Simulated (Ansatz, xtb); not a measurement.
C2H6BN: which of two isomers lies lower

We compare a, `B/C=C/N`, a singlet, with b, `B/C=C\N`, a singlet. Both are isolated molecules in the gas phase, relaxed with PBE0-D3(BJ)/def2-SVP; the shapes shown needn't be the lowest conformers.

a (Å):

```yaml
atoms:
  - { symbol: C, position_ang: [-0.6645, -1.7574, 0.6725] }
  - { symbol: C, position_ang: [-0.2605, -0.7688, -0.1857] }
  - { symbol: B, position_ang: [-1.6000, -2.8334, 0.1872] }
  - { symbol: N, position_ang: [0.5645, 0.2567, 0.0859] }
  - { symbol: H, position_ang: [-1.9849, -3.7283, 0.9088] }
  - { symbol: H, position_ang: [-1.9852, -2.8084, -0.9666] }
  - { symbol: H, position_ang: [-0.2786, -1.7197, 1.7000] }
  - { symbol: H, position_ang: [-0.6321, -0.7845, -1.2175] }
  - { symbol: H, position_ang: [0.8059, 0.9398, -0.6158] }
  - { symbol: H, position_ang: [0.9652, 0.3670, 1.0077] }
```

b (Å):

```xyz
10

C    -0.5563    0.7356   -0.7537
C    -1.6518    0.1610   -0.1494
B     0.8656    0.3059   -0.5087
N    -1.6478   -0.8479    0.7337
H     1.8008    0.8401   -1.0628
H     1.1243   -0.6034    0.2638
H    -0.7983    1.5492   -1.4439
H    -2.6609    0.5289   -0.3784
H    -2.5025   -1.2077    1.1276
H    -0.7676   -1.2620    1.0149
```

Quicker runs give these differences E(b) − E(a): GFN2-xTB +0.9 kcal/mol; HF/STO-3G +1.9 kcal/mol (at GFN2-xTB geometries); r2SCAN-D4/def2-SVP +1.5 kcal/mol (at GFN2-xTB geometries).

Q: Estimate E(b) − E(a) at the level CCSD(T)/def2-TZVP.

A: Calculated at CCSD(T)/def2-TZVP: E(b) − E(a) = +2.1 kcal/mol, so structure a lies lower.

Level by level:

| level | geometry | E(b) − E(a) (kcal/mol) | departure from the last row (kcal/mol) | job, with rough time for the two |
| --- | --- | --- | --- | --- |
| GFN2-xTB | GFN2-xTB | +0.9 | −1.2 | optimisation, 0.31 s |
| HF/STO-3G | GFN2-xTB | +1.9 | −0.2 | single point, 0.56 s |
| r2SCAN-D4/def2-SVP | GFN2-xTB | +1.5 | −0.6 | single point, 4.7 s |
| PBE0-D3(BJ)/def2-SVP | PBE0-D3(BJ)/def2-SVP | +1.6 | −0.5 | optimisation, 55 s |
| HF/def2-TZVP | PBE0-D3(BJ)/def2-SVP | +2.8 | +0.7 | part of the CCSD(T) run |
| MP2/def2-TZVP | PBE0-D3(BJ)/def2-SVP | +2.2 | +0.1 | part of the CCSD(T) run |
| CCSD(T)/def2-TZVP | PBE0-D3(BJ)/def2-SVP | +2.1 |  | single point, 1.7 min |

As drawn, both hold the same kinds of bond in the same numbers.

The levels shown agree on the order. The largest departure from CCSD(T)/def2-TZVP is that of GFN2-xTB, 1.2 kcal/mol.

With harmonic frequencies from PBE0-D3(BJ)/def2-SVP (ideal gas, rigid rotor, one conformer each, 298.15 K, 1 atm): the zero-point term adds 0.0 kcal/mol; ΔH is +2.1 and ΔG +2.0 kcal/mol.

The correlated steps freeze 4 core orbitals. Programs: Ansatz 0.2.0, xtb 6.7.1; the last row on 2 threads of AMD EPYC (Zen 3) on a shared host.
